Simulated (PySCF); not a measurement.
Compound: C₃H₈SSi (charge +1 and doublet state).
Cartesian coordinates in Å at the GFN2-xTB level; atoms count from 1:
```xyz
13
C3H8SSi angstrom
C     -2.5904    0.4982    0.0836
C     -1.4458   -0.0580    0.4403
Si    -0.1920   -0.7984   -0.7828
S      1.4259    0.7454   -0.7065
C      2.4095    0.3040    0.7261
H     -3.3089    0.8277    0.8225
H     -2.8898    0.6479   -0.9416
H     -1.1863   -0.1448    1.4906
H      0.4614   -1.9806   -0.2350
H     -0.5849   -0.7466   -2.1786
H      3.4116    0.0631    0.3695
H      2.4909    1.1826    1.3638
H      1.9945   -0.5399    1.2673
```

As a line formula: `C=C[SiH2][S+]C` [radical] (charge +1).

The calculation used UKS B3LYP, pcH-1 on C H S Si, non-relativistic, mean-field spin-orbit, GIAO in PySCF. The structure is a single GFN2-xTB conformer in the gas phase; no vibrational or solvent corrections. A GFN2-xTB geometry isn't a minimum of the functional, and hyperfine couplings can be far from their values at a DFT geometry, by a factor of two or more for some ions and for spin on atoms past the first row.

Output of the driver script. The program numbers atoms from 0.

```
UKS, coarse grid
  cycle   1  E = -806.48985793  |g| = 3.15e-01
  cycle   2  E = -806.28203315  |g| = 5.93e-01
  cycle   3  E = -806.51505252  |g| = 1.66e-01
  cycle   4  E = -806.53384569  |g| = 4.71e-02
  cycle   5  E = -806.53512707  |g| = 2.00e-02
  cycle   6  E = -806.53532969  |g| = 9.35e-03
  cycle   7  E = -806.53537751  |g| = 3.05e-03
  cycle   8  E = -806.53538396  |g| = 1.59e-03
  cycle   9  E = -806.53538701  |g| = 5.28e-04
UKS, final grid
  cycle   1  E = -806.53535734  |g| = 6.99e-04
  cycle   2  E = -806.53535689  |g| = 1.17e-03
  cycle   3  E = -806.53535772  |g| = 1.73e-04
  cycle   4  E = -806.53535775  |g| = 7.55e-05
  cycle   5  E = -806.53535777  |g| = 4.37e-05
  cycle   6  E = -806.53535778  |g| = 1.71e-05
E = -806.53535778 Eh   <S^2> = 0.7543 (exact 0.7500)
g shifts (ppm)      1          2          3
  rmc          -225       -225       -225
  gc              1         34         36
  oz_so          93      16387      41166
  total        -131      16195      40977
hyperfine (MHz)  atom isotope    a_iso     a_fc   dipolar eigenvalues
    0   13C       4.16       4.16     -8.50     -7.06     15.56
    1   13C      30.20      30.20    -12.80     -9.07     21.87
    2  29Si      22.26      22.26     -3.61     -0.23      3.84
    3   33S      25.44      25.44    -79.78    -77.10    156.88
    4   13C     -14.01     -14.01     -4.53     -3.33      7.86
    5    1H      14.45      14.45     -4.24     -2.43      6.67
    6    1H       2.13       2.13     -3.47     -1.52      4.98
    7    1H       6.98       6.98     -5.49      0.98      4.51
    8    1H       9.84       9.84     -2.34     -1.20      3.54
    9    1H       7.83       7.83     -2.50     -1.13      3.63
   10    1H     111.78     111.78     -5.92     -1.90      7.82
   11    1H      63.48      63.48     -4.79     -2.34      7.13
   12    1H       4.28       4.28     -2.86     -2.61      5.46
```

Task: The run flagged its g tensor. What set off the flag, and which results does it touch?

Result: The largest g shift is +0.041, past the limit of 0.03 at which the run flags a species of elements up to argon. The orbital-Zeeman/spin–orbit term is second order, a sum of spin–orbit matrix elements over excitation energies, so it grows and becomes less reliable as an excited state comes close; a shift of this size calls for a check with another method. The contact and dipolar couplings don't rest on that expansion, but they belong to the state that the SCF found, and a close-lying state with the spin in another orbital would have other couplings; no stability test was run. The run left out the spin–orbit part of the hyperfine coupling.

Task: Where is the spin in this solution (atoms counted from 1)?

Result: The Mulliken spin populations are largest on S4 (+0.81), C1 (+0.09) and C2 (+0.07). No atom but S4 exceeds +0.15. ⟨S²⟩ = 0.7543 against the exact 0.7500, so spin contamination is small. 

Task: Average a_iso over equivalent nuclei, turn it into first-order splittings with g = 2.0023, and give the multiplets for abundant isotopes (0.05 mT or more).

Result: 
| nuclei (from 1) | isotope | I | position | a_iso (MHz) | \|a\| (mT) | splits into |
| --- | --- | --- | --- | --- | --- | --- |
| H11/H12/H13 | 1H | 1/2 | 2 bonds from S4 | 59.8 | 2.14 | 1:3:3:1 quartet |
| H6 | 1H | 1/2 | 4 bonds from S4 | 14.4 | 0.52 | 1:1 doublet |
| H9/H10 | 1H | 1/2 | 2 bonds from S4 | 8.8 | 0.32 | 1:2:1 triplet |
| H8 | 1H | 1/2 | 3 bonds from S4 | 7.0 | 0.25 | 1:1 doublet |
| H7 | 1H | 1/2 | 4 bonds from S4 | 2.1 | 0.08 | 1:1 doublet |

Means are taken over nuclei equivalent by connectivity, which assumes that they swap fast. The three 1H nuclei of mean +59.8 MHz run from 4.3 to 111.8 MHz in the frozen geometry.
